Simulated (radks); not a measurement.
The numbers below are computed, except where a source is named.
The lutetium ion Lu2+, configuration [Xe] 4f12 6s1 6p2 (not the ground configuration). Code: a radial shooting solver on a logarithmic mesh with Libxc functionals. Model: Dirac Kohn-Sham, PBE, spin-unpolarised, spherical densities, finite nucleus; open shells are shared between the two j in proportion to 2j + 1; Fermi nuclear charge, rms radius 5.37 fm.

Normalised radial functions P(r) = r R(r) (large component), r in bohr:

```
   r/bohr * 4f7/2 (the largest magnitude, 1.24, reaches the edge; | marks zero)
 0.002041 *
 0.002396 *
 0.002789 *
 0.003247 *
  0.00378 *
   0.0044 *
 0.005123 *
 0.005964 *
 0.006943 *
 0.008082 *
 0.009409 *
  0.01095 *
  0.01275 *
  0.01485 *
  0.01728 *
  0.02012 *
  0.02342 *
  0.02749 *
    0.032 *
  0.03725 *
  0.04337 *
  0.05048 |*
  0.05877 |*
  0.06842 | *
  0.07965 |  *
  0.09273 |    *
    0.108 |      *
   0.1257 |          *
   0.1463 |              *
   0.1703 |                   *
   0.1983 |                         *
   0.2308 |                                *
   0.2687 |                                       *
   0.3153 |                                              *
   0.3671 |                                                   *
   0.4274 |                                                      *
   0.4975 |                                                      *
   0.5792 |                                                    *
   0.6743 |                                               *
    0.785 |                                         *
   0.9139 |                                  *
    1.064 |                          *
    1.239 |                    *
    1.442 |              *
    1.679 |         *
    1.954 |     *
    2.275 |  *
    2.648 | *
    3.083 |*
    3.618 *
    4.212 *
    4.903 *
    5.708 *
    6.645 *
    7.736 *
    9.006 *
    10.48 *
```

4f7/2: eigenvalue -51.209 eV, 0 radial nodes, <r> = 0.663 bohr, 90 % of the charge inside 1.11 bohr.
